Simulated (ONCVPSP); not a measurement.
## aluminium (Al): ONCV pseudisation with PBEsol, scalar-relativistic reference atom.

aluminium (Al), optimised norm-conserving Vanderbilt (ONCV), made with ONCVPSP 4.0.1 (PBEsol, scalar-relativistic). Core [He], reference 2s2 2p6 3s1.75 3p1.25. Waves: 2s+3s: rc 1.15 bohr, ncon 3, nbas 7, qcut 13.4 1/bohr, 2 projectors; 2p+3p: rc 1.30 bohr, ncon 5, nbas 10, qcut 9.3 1/bohr, 2 projectors. Local part: polynomial inside 1.05 bohr (lpopt 5, dvloc0 0 Ha). Core correction: Teter function fitted to the true core (icmod 2), fcfact 0.3.

All-electron outer shells of the reference configuration (PBEsol, scalar-relativistic, ld1.x):

```tsv
shell	level (eV)	outermost node (bohr)	outermost maximum (bohr)
1s	-1508.32	–	0.08
2s	-108.32	0.16	0.50
2p	-70.01	–	0.43
3s	-7.93	0.80	2.09
3p	-2.86	0.82	2.64
```

(1) Estimate the cutoffs (Ha) at which the residual kinetic energy of the hardest occupied pseudo-wave falls to 1 and 0.1 mHa per electron.

(2) Does the potential have ghost states?

Answers

(1) 44 Ha and 177 Ha.

(2) No bound ghost flagged; no localised positive-energy state flagged.

Its largest configuration-test error is +0.3 meV (2s2 2p6 3s2 3p0). 1 of 4 tests not solved or not reliable.
